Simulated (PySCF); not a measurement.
In(iPr)3, C9H21In.
Geometry (PBE0-D3(BJ)/def2-SVP, Å), atoms numbered from 1 in this order:
```xyz
31
C9H21In angstrom
In     0.005   -0.002   -0.011
C      2.213   -0.004   -0.022
C      2.756    0.764    1.178
C      2.733    0.569   -1.336
H      2.530   -1.058    0.056
H      2.445    0.323    2.139
H      2.423    1.816    1.177
H      3.863    0.784    1.177
H      3.840    0.585   -1.359
H      2.405   -0.015   -2.212
H      2.402    1.610   -1.491
C     -1.096    1.910    0.001
C     -1.911    2.044    1.282
C     -1.978    2.024   -1.238
H     -0.340    2.714   -0.026
H     -1.281    2.036    2.187
H     -2.647    1.228    1.388
H     -2.485    2.990    1.300
H     -2.553    2.969   -1.240
H     -1.397    2.001   -2.175
H     -2.718    1.206   -1.291
C     -1.119   -1.902   -0.003
C     -0.907   -2.635    1.318
C     -0.729   -2.770   -1.194
H     -2.186   -1.635   -0.092
H     -1.253   -2.050    2.186
H      0.156   -2.878    1.489
H     -1.456   -3.596    1.339
H     -1.277   -3.733   -1.189
H     -0.944   -2.284   -2.160
H      0.346   -3.020   -1.186
```

Computed, not measured: PySCF, PBE0-D3(BJ)/def2-SVP geometry optimisation, gas phase, def2 core potentials past Kr.

Question: Which atoms are bound to In1, and at what distances?

Answer: 3 atoms: C12 2.207 Å, C2 2.207 Å, C22 2.208 Å. The nearest atom not counted as bound is H25, at 2.73 Å (others tie with it).

Question: List the angles at In1.

Answer: 
```json
{"angle": "C2–In1–C22", "degrees": "120.6", "distance of the outer atoms (Å)": "3.83"}
{"angle": "C2–In1–C12", "degrees": "120.0", "distance of the outer atoms (Å)": "3.82"}
{"angle": "C12–In1–C22", "degrees": "119.5", "distance of the outer atoms (Å)": "3.81"}
```

Question: What is the shape at In1?

Answer: Planar: angles 120.6°, 120.0° and 119.5°, sum 360.0°, 0.00 Å off the plane of its three neighbours.

Question: What are the other bond lengths?

Answer: C2–C3 and 5 like bonds 1.525 Å. (A selection.)

Question: Give some angles away from the centre.

Answer: In1–C2–C3 110.6°, In1–C2–C4 110.2°, C3–C2–C4 111.6°.

Charge 0, singlet. Stationary, but not proved a minimum.

One conformer stands for the species.
